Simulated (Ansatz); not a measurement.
Basis sets compared for the cluster Al2N2 (the lowest singlet isomer of a short search). Total charge 0; singlet. Geometry PBE0-D4/def2-TZVP. Ansatz on 4 threads of INTEL XEON PLATINUM 8581C on a shared host; times are rough, and most runs start from earlier orbitals.

| atom | x (Å) | y (Å) | z (Å) |
| --- | --- | --- | --- |
| Al1 | 0.117 | -1.248 | 1.431 |
| Al2 | -0.117 | 1.248 | -1.431 |
| N3 | 0.439 | 0.358 | 0.277 |
| N4 | -0.439 | -0.358 | -0.277 |

The structure comes from a short search, and lower isomers may exist.

Binding counts from free atoms (Al doublet, N quartet) in the same basis, without a counterpoise term.

```tsv
level	functions	energy (Eh)	HOMO (eV)	LUMO (eV)	binding per atom (eV)	wall time
HF/STO-3G	28	-585.4457	-3.82	9.98	1.98	0.1 s
HF/6-31G	44	-592.5811	-8.29	1.06	0.70	0.15 s
HF/def2-TZVP	136	-592.7543	-8.23	1.17	1.36	0.4 s
PBE-D4/def2-SVP	64	-593.7010	-5.45	-3.57	3.30	0.3 s
PBE-D4/def2-TZVP	136	-594.0000	-5.45	-3.57	3.27	0.45 s
r2SCAN-D4/def2-TZVP	136	-594.2614	-5.62	-3.46	2.98	0.85 s
PBE0-D4/def2-SVP	64	-593.7333	-6.34	-2.18	3.04	0.35 s
PBE0-D4/def2-TZVP (with forces)	136	-594.0309	-6.33	-2.21	3.03	0.8 s
```

(1) Estimate the rows for PBE-D4/def2-TZVPD, r2SCAN-D4/def2-TZVPD, PBE0-D4/def2-TZVPD.

## Answers

(1) 
| level | functions | energy (Eh) | HOMO (eV) | LUMO (eV) | binding per atom (eV) | wall time |
| --- | --- | --- | --- | --- | --- | --- |
| PBE-D4/def2-TZVPD | 160 | -594.0006 | -5.45 | -3.59 | 3.27 | 0.65 s |
| r2SCAN-D4/def2-TZVPD | 160 | -594.2620 | -5.61 | -3.47 | 2.98 | 1.1 s |
| PBE0-D4/def2-TZVPD | 160 | -594.0315 | -6.33 | -2.24 | 3.03 | 0.85 s |
